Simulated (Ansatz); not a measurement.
Cost and result for the atomization energy of C$_{2}$H$_{10}$N$_{2}$Si, SMILES `CN(C)N[SiH3]` (15 atoms, 14 bonds).

Z-matrix (Å, degrees):
```
C
N 1 1.445
H 1 1.092 2 109.7
H 1 1.105 2 112.2 3 120.3
H 1 1.091 2 109.5 3 -119.2
C 2 1.445 1 112.3 3 -58.1
N 2 1.402 1 111.6 3 176.9
H 6 1.090 2 109.3 1 177.9
H 6 1.104 2 112.2 1 -61.7
H 6 1.092 2 109.5 1 58.6
Si 7 1.718 2 116.3 1 -102.6
H 7 1.016 2 115.2 1 54.0
H 11 1.488 7 106.1 2 176.1
H 11 1.485 7 110.5 2 -64.4
H 11 1.492 7 113.6 2 56.5
```

The species carries charge 0 and has multiplicity 1. Geometry: relaxed with PBE0-D4/def2-TZVP. It is one conformer, not always the lowest. Program: Ansatz. All runs use 4 threads of an Arm Neoverse V1 on a shared host. Times are those of one run each, without the atoms' runs, and a repeat can differ threefold. Electronic energies, without spin–orbit coupling; frozen cores. CCSD(T)/CBS adds CCSD(T) − MP2 in def2-TZVPP to the MP2 limit, and its time is that of the two runs behind it. T1 = 0.010. B3LYP takes the VWN-RPA correlation (the form of Gaussian; ORCA's B3LYP/G).

CCSD(T)/CBS is a level of theory with its own doubt, some kJ/mol a heavy atom from the limit and from the frozen cores, so smaller differences don't rank the functionals.

```json
{"level": "PBE-D4/def2-TZVPP (with forces)", "functions": "306", "wall time": "3.3 s"}
{"level": "PBE0-D4/def2-TZVPP", "functions": "306", "wall time": "4 s"}
{"level": "r2SCAN-D4/def2-TZVPP (with forces)", "functions": "306", "wall time": "6 s"}
{"level": "B3LYP-D4/def2-TZVPP (with forces)", "functions": "306", "wall time": "6.5 s"}
{"level": "B2PLYP/def2-TZVPP", "functions": "306", "wall time": "7.5 s"}
{"level": "ωB97X-V/def2-TZVPP", "functions": "306", "wall time": "11 s"}
{"level": "ωB97M-V/def2-TZVPP (with forces)", "functions": "306", "wall time": "15 s"}
{"level": "MP2/def2-QZVPP", "functions": "598", "wall time": "39 s"}
{"level": "CCSD(T)/def2-TZVPP", "functions": "306", "wall time": "15 min"}
{"level": "CCSD(T)/CBS(def2)", "functions": "–", "wall time": "15 min"}
```

(1) What atomization energy does each give, and how far from CCSD(T)/CBS? (Best estimate.)

## Answers

(1) The calculation gave: 
```json
{"level": "PBE-D4/def2-TZVPP (with forces)", "atomization (kJ/mol)": "5276.7", "difference from CCSD(T)/CBS": "84.5", "per bond": "6.0"}
{"level": "PBE0-D4/def2-TZVPP", "atomization (kJ/mol)": "5193.7", "difference from CCSD(T)/CBS": "1.5", "per bond": "0.1"}
{"level": "r2SCAN-D4/def2-TZVPP (with forces)", "atomization (kJ/mol)": "5174.3", "difference from CCSD(T)/CBS": "-17.9", "per bond": "-1.3"}
{"level": "B3LYP-D4/def2-TZVPP (with forces)", "atomization (kJ/mol)": "5221.3", "difference from CCSD(T)/CBS": "29.1", "per bond": "2.1"}
{"level": "B2PLYP/def2-TZVPP", "atomization (kJ/mol)": "5141.3", "difference from CCSD(T)/CBS": "-50.9", "per bond": "-3.6"}
{"level": "ωB97X-V/def2-TZVPP", "atomization (kJ/mol)": "5227.5", "difference from CCSD(T)/CBS": "35.3", "per bond": "2.5"}
{"level": "ωB97M-V/def2-TZVPP (with forces)", "atomization (kJ/mol)": "5216.6", "difference from CCSD(T)/CBS": "24.4", "per bond": "1.7"}
{"level": "MP2/def2-QZVPP", "atomization (kJ/mol)": "5159.3", "difference from CCSD(T)/CBS": "-32.9", "per bond": "-2.3"}
{"level": "CCSD(T)/def2-TZVPP", "atomization (kJ/mol)": "5048.3", "difference from CCSD(T)/CBS": "-143.9", "per bond": "-10.3"}
{"level": "CCSD(T)/CBS(def2)", "atomization (kJ/mol)": "5192.2", "difference from CCSD(T)/CBS": "0.0", "per bond": "0.0"}
```

The D4 term adds +47.5 kJ/mol with B3LYP and +25.2 kJ/mol with PBE0; it sums over pairs of atoms, weighted by their polarisabilities, and B3LYP, whose exchange is more repulsive, gets the larger term. In def2-TZVPP, CCSD(T) changes the Hartree–Fock value by +1363.2 kJ/mol (the triples alone add +68.0 kJ/mol) and MP2 by +1388.4 kJ/mol; breaking electron pairs costs correlation energy, which Hartree–Fock lacks. From PBE to PBE0 (25 % exact exchange), in def2-TZVPP and without D4, the atomization energy moves by −78.3 kJ/mol: exact exchange takes away binding that semilocal exchange gives to molecules.
